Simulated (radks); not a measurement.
Values are calculated unless marked as measured or tabulated.
Charge is removed step by step from the 4s down level of Ga+, starting from [Ar] 3d10 4s(up 1, down 1). Code: a radial shooting solver on a logarithmic mesh with Libxc functionals. Model: scalar-relativistic Kohn-Sham, LDA (Slater exchange, Perdew-Wang correlation), spin-polarised, spherical densities, finite nucleus; Fermi nuclear charge, rms radius 3.9973 fm.

removed (e)  E - E(0) (eV)  eigenvalue (eV)  E minus straight line (eV)
0                    0.000          -16.653                       0.000
0.25                 4.443          -18.902                      -0.849
0.5                  9.452          -21.173                      -1.133
0.75                15.029          -23.445                      -0.849
1                   21.170          -25.683                       0.000

Removing the whole electron costs 21.170 eV by Delta-SCF, against 16.653 eV from minus the eigenvalue at the starting occupation. Slater's transition state (half an electron removed) gives 21.173 eV. Integrating minus the eigenvalue over the occupation (Janak's theorem) gives 21.172 eV. In this scalar-relativistic scheme the density is built from large components alone, so the theorem holds only approximately. The mean slope of the eigenvalue, de/dn, is 9.03 eV per electron. Ionisation energy of Ga+ in the NIST Atomic Spectra Database: 20.515 eV (measured).
